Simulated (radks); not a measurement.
Initial-state core-level shifts of the erbium ion Er2+ when its valence configuration changes from [Xe] 4f12. Method: Dirac Kohn-Sham, PBE, spin-unpolarised, spherical densities, point nucleus; open shells fill j = l - 1/2 first; computed with a radial shooting solver on a logarithmic mesh with Libxc functionals. Shifts are changes of the shell-averaged eigenvalues in eV (positive: less bound).

4f11 6s1: 3s -10.493; 3d -10.411; 4s -10.246; 4p -10.113
4f11 6p1: 3s -11.594; 3d -11.514; 4s -11.354; 4p -11.223
4f11 5d1: 3s -7.802; 3d -7.705; 4s -7.543; 4p -7.400
4f10 6p2: 3s -25.040; 3d -24.860; 4s -24.280; 4p -23.956
4f9 5d1 6p2: 3s -35.518; 3d -35.196; 4s -33.949; 4p -33.371
4f11.5 6s0.5: 3s -4.974; 3d -4.935; 4s -4.880; 4p -4.822
4f9 6p3: 3s -40.329; 3d -40.032; 4s -38.720; 4p -38.145
